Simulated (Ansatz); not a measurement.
`[GeH3][Te][GeH3]` + `BO` → `B[O][GeH3]` + `[GeH3][TeH]` at 500 K and 1 bar (ligand exchange at a Ge–Te bond).

Isolated molecules relaxed with PBE0-D4/def2-TZVP in Ansatz; ΔE leaves out vibrations. CCSD(T)/CBS adds triple-zeta CCSD(T) − MP2 to the extrapolated MP2 energy (def2 sets, frozen cores). This one scheme is used for every species. Elements past krypton have def2 core potentials. For Ge, Te outer-core shells are correlated without core-valence functions, which leaves a few kJ/mol of doubt a bond. Scalar relativity is left out up to krypton.

```tsv
species	CCSD(T)/CBS energy (Eh)	H − E (kJ/mol)	S (J/(mol·K))
`[GeH3][Te][GeH3]`	-4423.58669	171.3	448.7
`BO`	-101.80414	113.6	256.0
`B[O][GeH3]`	-2179.12438	163.6	353.2
`[GeH3][TeH]`	-2346.24724	110.0	352.4
```

H − E and S are ideal-gas, rigid-rotor, harmonic terms from PBE0-D4/def2-TZVP. 1 Eh = 2625.50 kJ/mol, R = 8.31446 J/(mol·K).

By hand: ΔE, ΔH, ΔS and ΔG.

ΔE = (-2179.12438) + (-2346.24724) − (-4423.58669) − (-101.80414) = 0.01921 Eh = 50.4 kJ/mol. Δ(H − E) = 163.6 + 110.0 − 171.3 − 113.6 = -11.3, so ΔH = 39.1 kJ/mol. ΔS = 353.2 + 352.4 − 448.7 − 256.0 = 0.9 J/(mol·K). ΔG = 39.1 − 500 × (0.9)/1000 = 38.6 kJ/mol.

By hand: the equilibrium constant, and the temperature at which ΔG would vanish if ΔH and ΔS stayed fixed.

log₁₀ K = −ΔG/(RT ln 10) = -4.0. ΔG = 0 at ΔH/ΔS = 43444 K, far beyond where these terms or the molecules hold.

The number of gas molecules stays the same, so ΔS is small and ΔH decides. A doubt of 5 kJ/mol in ΔE shifts log₁₀ K by 0.5 here. Modes under 60 cm⁻¹, often nearly free rotors, make the harmonic entropy too high. These are equilibria of isolated gas molecules and say nothing of rates. Largest T1 diagnostic: 0.014 (customary marks: 0.02 for closed shells, 0.045 for open ones).
